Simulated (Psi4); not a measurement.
C$_{2}$H$_{2}$Cl, charge -1, singlet, at a GFN2-xTB geometry (a gas-phase anion, which may not be bound at this level); TPSS/6-31G run with Psi4.

Input for Psi4:
```
memory 2 GB

molecule mol {
-1 1
C    -0.117821    0.972440    0.004025
C     1.209498    1.067841    0.011328
Cl   -0.597010   -0.858959   -0.007172
H     1.976858    0.281243    0.011540
H     1.622248    2.079383    0.018277
}

set {
  basis 6-31g
  reference rks
  soscf true
}

energy('tpss')
print_variables()
```

**Question.** Predict the main parts of the log of this Psi4 run.

**Answer.** 
```
   => Loading Basis Set <=

    Name: 6-31G
    Role: ORBITAL
    Keyword: BASIS

         ---------------------------------------------------------
                                   SCF
               by Justin Turney, Rob Parrish, Andy Simmonett
                          and Daniel G. A. Smith
                              RKS Reference
         ---------------------------------------------------------

  ==> Geometry <==

    Molecular point group: c1
    Full point group: C1

    Geometry (in Angstrom), charge = -1, multiplicity = 1:

       Center              X                  Y                   Z               Mass
    ------------   -----------------  -----------------  -----------------  -----------------
         C           -0.049781392684     1.024491596937     0.004623681481    12.000000000000
         C            1.277537607316     1.119892596937     0.011926681481    12.000000000000
         CL          -0.528970392684    -0.806907403063    -0.006573318519    34.968852682000
         H            2.044897607316     0.333294596937     0.012138681481     1.007825032230
         H            1.690287607316     2.131434596937     0.018875681481     1.007825032230

  Running in c1 symmetry.

  Rotational constants: A =      1.91370  B =      0.20361  C =      0.18403 [cm^-1]
  Rotational constants: A =  57371.14939  B =   6104.19957  C =   5517.18031 [MHz]
  Nuclear repulsion =   77.964872677093155

  Charge       = -1
  Multiplicity = 1
  Electrons    = 32
  Nalpha       = 16
  Nbeta        = 16

  ==> Algorithm <==

  SCF Algorithm Type is DF.
  DIIS enabled.
  MOM disabled.
  Fractional occupation disabled.
  Guess Type is SAD.
  Energy threshold   = 1.00e-06
  Density threshold  = 1.00e-06
  Integral threshold = 1.00e-12

  ==> Primary Basis <==

  Basis Set: 6-31G
    Blend: 6-31G
    Number of shells: 21
    Number of basis functions: 35
    Number of Cartesian functions: 35
    Spherical Harmonics?: false
    Max angular momentum: 1

  ==> DFT Potential <==

   => LibXC <=

    Version 7.1.2
    S. Lehtola, C. Steigemann, M. J. T. Oliveira, and M. A. L. Marques,  SoftwareX 7, 1–5 (2018) (10.1016/j.softx.2017.11.002)

   => Composite Functional: TPSS <=

    TPSS Meta-GGA XC Functional

    J. Tao, et al., Phys. Rev. Lett., 91, 146401, 2003

    Deriv               =              1
    GGA                 =           TRUE
    Meta                =           TRUE

    Exchange Hybrid     =          FALSE
    MP2 Hybrid          =          FALSE

   => Exchange Functionals <=

    1.0000   XC_MGGA_X_TPSS

   => Correlation Functionals <=

    1.0000   XC_MGGA_C_TPSS

   => LibXC Density Thresholds  <==

    XC_MGGA_C_TPSS:  1.00E-15
    XC_MGGA_X_TPSS:  1.00E-15

   => Molecular Quadrature <=

    Radial Scheme          =       TREUTLER
    Pruning Scheme         =           NONE
    Nuclear Scheme         =       TREUTLER

    Blocking Scheme        =         OCTREE
    BS radius alpha        =              1
    Pruning alpha          =              1
    Radial Points          =             75
    Spherical Points       =            302
    Total Points           =         106604
    Total Blocks           =            853
    Max Points             =            256
    Max Functions          =             35
    Weights Tolerance      =       1.00E-15

   => Loading Basis Set <=

    Name: (6-31G AUX)
    Role: JKFIT
    Keyword: DF_BASIS_SCF

  ==> Integral Setup <==

  SCF_SUBTYPE=INCORE selected. In-core MEM_DF algorithm will be used.
  Using in-core AOs.

  ==> MemDFJK: Density-Fitted J/K Matrices <==

    J tasked:                   Yes
    K tasked:                    No
    wK tasked:                   No
    Algorithm:                 Core
    Schwarz Cutoff:           1E-12
    Mask sparsity (%):       1.1429
    Fitting Condition:        1E-10

   => Auxiliary Basis Set <=

  Basis Set: (6-31G AUX)
    Blend: CC-PVDZ-JKFIT
    Number of shells: 102
    Number of basis functions: 342
    Number of Cartesian functions: 342
    Spherical Harmonics?: false
    Max angular momentum: 3

  Minimum eigenvalue in the overlap matrix is 8.9420007714E-03.
  Reciprocal condition number of the overlap matrix is 2.1252811461E-03.
    Using symmetric orthogonalization.

  ==> Pre-Iterations <==

  SCF Guess: Superposition of Atomic Densities via on-the-fly atomic UHF (no occupation information).

   -------------------------
    Irrep   Nso     Nmo
   -------------------------
     A         35      35
   -------------------------
    Total      35      35
   -------------------------

  ==> Iterations <==

                           Total Energy        Delta E     RMS |[F,P]|

   @DF-RKS iter SAD:  -537.06499649367174   -5.37065e+02   0.00000e+00
   @DF-RKS iter   1:  -537.24595888848910   -1.80962e-01   1.90944e-02 ADIIS/DIIS
   @DF-RKS iter   2:  -537.10890600585867    1.37053e-01   2.23627e-02 ADIIS/DIIS
   @DF-RKS iter   3:  -537.52436069955729   -4.15455e-01   2.57452e-03 ADIIS/DIIS

Traceback (most recent call last):
  File "psi4", line 375, in <module>
  File "<string>", line 27, in <module>
  File "site-packages/psi4/driver/driver.py", line 533, in energy
  File "site-packages/psi4/driver/procrouting/proc.py", line 2760, in run_scf
  File "site-packages/psi4/driver/procrouting/proc.py", line 2047, in scf_helper
  File "site-packages/psi4/driver/procrouting/scf_proc/scf_iterator.py", line 86, in scf_compute_energy
  File "site-packages/psi4/driver/procrouting/scf_proc/scf_iterator.py", line 458, in scf_iterate

RuntimeError:
Fatal Error: Vx: RKS does not support rotated V builds for MGGA's
The most recent 5 function calls were:

psi::PsiException::PsiException(std::__cxx11::basic_string<char, std::char_traits<char>, std::allocator<char> >, char const*, int)

Printing out the relevant lines from the Psithon --> Python processed input file:
    ""","mol")
    core.IO.set_default_namespace("mol")
    core.set_global_option("BASIS", "6-31g")
    core.set_global_option("REFERENCE", "rks")
    core.set_global_option("SOSCF", "true")
--> energy('tpss')
    print_variables()

!----------------------------------------------------------------------------------!
!                                                                                  !
! Fatal Error: Vx: RKS does not support rotated V builds for MGGA's                !
! The most recent 5 function calls were:                                           !
! psi::PsiException::PsiException(std::__cxx11::basic_string<char,                 !
!     std::char_traits<char>, std::allocator<char> >, char const*, int)            !
!                                                                                  !
!----------------------------------------------------------------------------------!
```

The run crashed.
